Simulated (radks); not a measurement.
Values are calculated unless marked as measured or tabulated.
Charge is removed step by step from the 2p3/2 level of N, starting from [He] 2s2 2p(1/2: 2, 3/2: 1). Code: a radial shooting solver on a logarithmic mesh with Libxc functionals. Model: Dirac Kohn-Sham, LDA (Slater exchange, Perdew-Wang correlation), spin-unpolarised, spherical densities, finite nucleus; Fermi nuclear charge, rms radius 2.5582 fm.

| removed (e) | E - E(0) (eV) | eigenvalue (eV) | E minus straight line (eV) |
|---|---|---|---|
| 0 | 0.000 | -7.228 | 0.000 |
| 0.125 | 0.996 | -8.723 | -0.718 |
| 0.25 | 2.183 | -10.280 | -1.246 |
| 0.375 | 3.569 | -11.896 | -1.575 |
| 0.5 | 5.160 | -13.570 | -1.699 |
| 0.625 | 6.964 | -15.299 | -1.610 |
| 0.75 | 8.987 | -17.081 | -1.302 |
| 0.875 | 11.236 | -18.916 | -0.767 |
| 1 | 13.718 | -20.802 | 0.000 |

Removing the whole electron costs 13.718 eV by Delta-SCF, against 7.228 eV from minus the eigenvalue at the starting occupation. Slater's transition state (half an electron removed) gives 13.570 eV. Integrating minus the eigenvalue over the occupation (Janak's theorem) gives 13.718 eV. The mean slope of the eigenvalue, de/dn, is 13.6 eV per electron. Ionisation energy of N in the NIST Atomic Spectra Database: 14.534 eV (measured).

Beside tabulated values, note that spin-unpolarised runs miss the spin-polarisation part of the exchange energy of open shells.
